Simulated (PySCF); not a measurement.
Spinor energies of C²⁺ (carbon, charge +2)

Start: [He] 2s1 2p1; 2s1/2 filled at m_j = +1/2; 2p3/2 filled at m_j = +3/2. Calculated with PySCF 2.14 in x2c-SVPall-2c with one added diffuse shell of s type (4s2p1d, 15 functions): generalised Hartree-Fock with the X2C-1e Hamiltonian and a Gaussian nucleus; one run each with spin-orbit coupling (SO) switched off, then screened by Boettger's factors. This is a chosen level, not necessarily the ground level.

```
spinor shell  electrons  ε, spin-free (eV)  ε, screened SO (eV)  weight of nominal j (screened SO)  rms radius, screened SO (bohr)
       1s1/2          2            -343.01              -343.01                              1.000                           0.312
       2s1/2          1            -48.965              -48.966                              1.000                            1.49
       2p3/2          1            -41.360              -41.357                              1.000                            1.45
```

```json
{"quantity": "E (hartree)", "spin-free": "-36.20928", "screened SO": "-36.20914"}
{"quantity": "M_J", "spin-free": "2", "screened SO": "2"}
{"quantity": "⟨J²⟩", "spin-free": "6.001", "screened SO": "6.001"}
{"quantity": "⟨L²⟩", "spin-free": "2.001", "screened SO": "2.001"}
{"quantity": "⟨S²⟩", "spin-free": "2.000", "screened SO": "2.000"}
```

Each row is a mean over spinors that exchange with the open shell spreads, by up to 2.954 eV (1s1/2).

Without spin-orbit coupling the j labels of p, d and f shells carry no meaning; the spin-free column gives the mean over the occupied spinors of each nl shell.
